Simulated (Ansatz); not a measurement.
The cluster Sn₄H₈, relaxed as a singlet with RKS PBE-D4/def2-SVP in Ansatz, starting from the GFN1-xTB geometry. Force threshold 0.02 eV/Å.

In the def2 sets Sn takes a core potential; there is no spin–orbit coupling. The structure comes from a short search, and lower isomers may exist.

Start:

```xyz
12

Sn   -0.016   -1.370    1.248
Sn    0.188    1.672   -1.283
Sn   -0.981   -0.907   -1.363
Sn    0.335    1.750    1.553
H     1.153    1.407   -2.687
H     1.219   -2.363    1.924
H     2.010    2.290    1.405
H    -0.529   -2.466   -1.934
H    -0.833   -1.118    2.737
H    -1.108    2.393   -2.153
H    -2.586   -1.352   -0.936
H     1.149    0.064    1.489
```

Estimate the energy that the relaxation releases and the steps that it takes.

70.5 kJ/mol, in 38 steps; 49 s on 4 threads of Arm Neoverse V2 on a shared host. The force fell under the threshold at step 30, but the optimiser went on and released 0.005 eV more. No frequencies were taken in this run, so the end may be a saddle point.

Does the start keep its bonding?

By distances, no bond broke or formed. The bond that changes most is Sn4–H12, from 1.87 to 2.00 Å (atoms count from 1).

Predict the relaxed structure.


Cartesian coordinates in Å:
```
Sn -0.183 -1.128 1.577
Sn -0.119 1.721 -1.313
Sn -0.683 -1.054 -1.217
Sn 1.535 1.929 1.094
H 0.593 2.040 -2.873
H 1.126 -1.995 2.315
H 2.380 0.469 0.447
H 0.502 -2.145 -1.871
H -1.506 -1.169 2.712
H -1.685 2.487 -1.372
H -2.237 -1.797 -1.476
H 0.277 0.643 1.977
```
Bond lengths (bridged metal pairs left out): 3 × Sn–Sn 2.83 to 2.93 Å; 9 × H–Sn 1.74 to 2.00 Å.
